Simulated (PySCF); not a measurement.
**Static response to an electric field**

Species: C7H10OS.
Cartesian coordinates in Å at the PBE0-D3(BJ)/def2-SVP level; atoms count from 1:
```xyz
19
C7H10OS angstrom
C      3.2470    0.5174   -0.6683
C      2.0426   -0.3628   -0.4501
O      1.9011   -1.4044   -1.0459
C      1.0234    0.1261    0.5706
C      0.0361   -0.9707    0.9811
C     -1.0038   -0.9716   -0.1387
C     -1.0630    0.4464   -0.6371
S     -2.1882    1.0816   -1.6154
C      0.1147    1.1998   -0.0628
H      2.9952    1.5873   -0.6366
H      3.9637    0.3292    0.1489
H      3.7298    0.2632   -1.6201
H      1.5794    0.5432    1.4268
H     -0.4311   -0.6993    1.9414
H      0.5274   -1.9456    1.1033
H     -1.9989   -1.3508    0.1339
H     -0.6385   -1.5914   -0.9765
H     -0.2728    1.8782    0.7176
H      0.5904    1.8425   -0.8186
```

Level: PBE0/def2-SVPD (PySCF), static field, nuclei fixed, core orbitals frozen in the response. The polarisability tensor in these axes (au):

```
x   118.66  -4.13  12.24
y    -4.13 100.45  -6.25
z    12.24  -6.25  93.90
```

Problem. Give the principal values, the mean and the anisotropy Δα = √{½[(α1 − α2)² + (α2 − α3)² + (α1 − α3)²]}.

Solution. Principal values 87.39, 100.35 and 125.27 au; mean 104.34 au = 15.46 Å³ = 17.20 × 10⁻⁴⁰ C²·m²/J; Δα = 33.34 au (32 % of the mean).

Problem. What is the dipole moment, and where does it point?

Solution. (2.54, 1.10, 3.22) D, 4.24 D in size, pointing from the negative to the positive side. Measured along this direction, the outermost atoms are S8 at the negative end and H11 at the positive end.

Problem. Form Σ f/ω² (atomic units) for the 6 lowest TDDFT singlets, given as eV and f, and set it beside the mean polarisability, which is this sum over all singlets: 2.52, 0.0000; 4.41, 0.0002; 4.54, 0.0011; 4.66, 0.0041; 5.53, 0.2525; 5.72, 0.0226.

Solution. They add up to 6.82 au, 6.5 % of the 104.34 au; the largest single term is 6.12 au, from the state at 5.53 eV. Terms in order: 0.00, 0.01, 0.04, 0.14, 6.12, 0.51 au. Higher excitations give the rest. The strengths listed sum to 0.281.

Problem. Find the Langevin capture rate constant for NH4+ (18.034 u) meeting this molecule (142.045 u), k = 2.342 × 10⁻⁹ cm³/s × √(α in Å³ / reduced mass in u).

Solution. The reduced mass is 16.00 u, so k = 2.30 × 10⁻⁹ cm³/s. The formula leaves out the permanent dipole, which adds to the capture rate.

Problem. Give the principal axes and the span of the nuclei along them.

Solution. Largest value along (0.89, -0.25, 0.39), where the nuclei span 6.33 Å; middle along (0.35, 0.91, -0.22), 4.60 Å; least along (-0.31, 0.33, 0.89), 4.13 Å. The response follows the extents in order.

Problem. In a dilute gas of rigid molecules at 250 K, how does the orientational term μ²/3kT compare with the electronic polarisability?

Solution. In Gaussian units μ²/3kT = 173.99 Å³ against 15.46 Å³, a ratio of 11.25; the Debye molar polarisation (4π/3)N_A(α + μ²/3kT) is 477.9 cm³/mol, leaving out the vibrational part.

The structure is a single PBE0-D3(BJ)/def2-SVP conformer in the gas phase; no vibrational or solvent corrections.

The run behind these numbers computed excited states as well. On an Intel Xeon at 2.50 GHz with one thread, shared host with 64 logical CPUs at a one-minute load of 52, this took 2.9 min wall and 1.1 GiB of memory at its peak.
